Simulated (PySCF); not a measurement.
Job file and geometry (Å, from GFN2-xTB) of an NMR shielding run on `Bc1cc(C)cs1`, C5H7BS, PySCF 2.14.0, density-fitted response routines, GIAO PBE0/pcSseg-1 NMR shielding, non-relativistic, gas phase; density fitting, a coarse starting grid and PySCF grid level 2 are the driver's defaults:

```
$ OMP_NUM_THREADS=1 python probes_run.py task.json out

{"job": {"kind": "nmr", "xc": "PBE0", "basis": "pcSseg-1"}, "charge": 0, "multiplicity": 1}
B      2.919523    -0.082120    -0.092872
C      1.444440     0.265870     0.006021
C      0.348056    -0.558091    -0.134509
C     -0.899246     0.073258     0.031939
C     -2.212731    -0.630060    -0.068298
C     -0.747134     1.405579     0.301851
S      0.890806     1.890229     0.354771
H      3.731038     0.743969     0.067263
H      3.227497    -1.186165    -0.325844
H      0.448411    -1.607061    -0.354174
H     -2.286621    -1.400042     0.698834
H     -2.309056    -1.114404    -1.038907
H     -3.034913     0.069372     0.057954
H     -1.520749     2.129193     0.473803
```

**Question.** What does the program print?

**Answer.** 
```
coarse grid: 12480 points
cycle   1  E = -617.2343877712  dE =  1.043e+00  |g| = 3.341e-01  |ddm| = 3.620e+00
cycle   2  E = -617.2178012335  dE =  1.659e-02  |g| = 4.172e-01  |ddm| = 8.359e-01
cycle   3  E = -617.2648683773  dE = -4.707e-02  |g| = 1.096e-01  |ddm| = 5.626e-01
cycle   4  E = -617.2681037835  dE = -3.235e-03  |g| = 2.791e-02  |ddm| = 1.407e-01
cycle   5  E = -617.2682655274  dE = -1.617e-04  |g| = 1.213e-02  |ddm| = 3.858e-02
cycle   6  E = -617.2683044112  dE = -3.888e-05  |g| = 4.252e-03  |ddm| = 1.761e-02
cycle   7  E = -617.2683088131  dE = -4.402e-06  |g| = 1.286e-03  |ddm| = 4.809e-03
final grid: 116600 points
cycle   8  E = -617.3113325951  dE = -2.820e-05  |g| = 8.593e-03  |ddm| = 3.582e-02
cycle   9  E = -617.3113107110  dE =  2.188e-05  |g| = 1.231e-02  |ddm| = 2.106e-02
cycle  10  E = -617.3113512694  dE = -4.056e-05  |g| = 1.693e-03  |ddm| = 1.485e-02
cycle  11  E = -617.3113520788  dE = -8.094e-07  |g| = 3.769e-04  |ddm| = 2.209e-03
cycle  12  E = -617.3113521122  dE = -3.339e-08  |g| = 8.872e-05  |ddm| = 3.751e-04
cycle  13  E = -617.3113521138  dE = -1.637e-09  |g| = 3.183e-05  |ddm| = 9.547e-05
cycle  14  E = -617.3113521141  dE = -2.759e-10  |g| = 7.128e-06  |ddm| = 4.259e-05
converged SCF energy = -617.3113521141

GIAO shielding tensors (ppm)
atom      isotropic    diamagn.    paramagn.     s11        s22        s33       span
  0 B       39.549     190.855    -151.306     -9.813     -1.404    129.863    139.675
  1 C       26.305     259.008    -232.703    -53.546     -6.396    138.856    192.401
  2 C       32.313     252.148    -219.835    -43.476      8.563    131.852    175.328
  3 C       42.455     261.124    -218.669    -32.115     18.512    140.969    173.084
  4 C      169.303     243.566     -74.263    157.826    160.415    189.668     31.842
  5 C       37.406     258.343    -220.937    -57.807     38.483    131.542    189.349
  6 S      226.595    1057.121    -830.526     88.907    221.827    369.052    280.144
  7 H       25.055      29.254      -4.200     20.202     26.033     28.929      8.727
  8 H       24.771      29.641      -4.870     20.344     26.121     27.848      7.504
  9 H       23.829      34.042     -10.213     21.051     23.557     26.880      5.829
 10 H       29.047      27.957       1.090     24.582     27.180     35.380     10.798
 11 H       29.046      28.037       1.008     24.403     27.405     35.328     10.925
 12 H       29.308      28.291       1.017     23.937     29.099     34.887     10.950
 13 H       24.027      32.546      -8.519     21.468     23.521     27.093      5.626
```

Size and cost of the density-fitted run: 161 basis functions, 13 s wall time on 1 thread of an Intel Xeon 6975P-C, shared host; peak memory 0.73 GiB.
